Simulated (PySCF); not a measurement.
# Ga: ionisation energy

Ga [Ar] 3d10 4s2 4p1 (2P) → Ga⁺ [Ar] 3d10 4s2 (1S), as a difference of total energies. All numbers are calculated (PySCF 2.14, scalar relativity by spin-free X2C-1e, in x2c-QZVPPall with one added diffuse shell each of s, p, d, f type (12s8p6d5f1g, 110 functions)). Correlated levels: valence: [Ar] 3d10 frozen; valence and next inner shell: [Ne] frozen. The calculations carry no spin-orbit coupling.

```json
{"method": "UHF", "ionisation energy (eV)": "5.530"}
{"method": "LDA", "ionisation energy (eV)": "6.046"}
{"method": "PBE", "ionisation energy (eV)": "5.964"}
{"method": "PBE0", "ionisation energy (eV)": "5.983"}
{"method": "r2SCAN", "ionisation energy (eV)": "6.110"}
{"method": "r2SCANh", "ionisation energy (eV)": "6.106"}
{"method": "LC-wPBE", "ionisation energy (eV)": "6.082"}
{"method": "M06-L", "ionisation energy (eV)": "5.715"}
{"method": "MP2 (valence)", "ionisation energy (eV)": "5.760"}
{"method": "SCS-MP2 (valence)", "ionisation energy (eV)": "5.745"}
{"method": "MP2 (valence and next inner shell)", "ionisation energy (eV)": "5.832"}
{"method": "SCS-MP2 (valence and next inner shell)", "ionisation energy (eV)": "5.783"}
```

How much does correlation contribute at MP2 (valence and next inner shell)?

5.832 − (5.530) = 0.302 eV, measured against UHF.

Errors of the correlated levels include the incompleteness of this basis and the frozen core.

For comparison: 5.931 eV (measured; NIST levels, between the centres of gravity of the two terms).
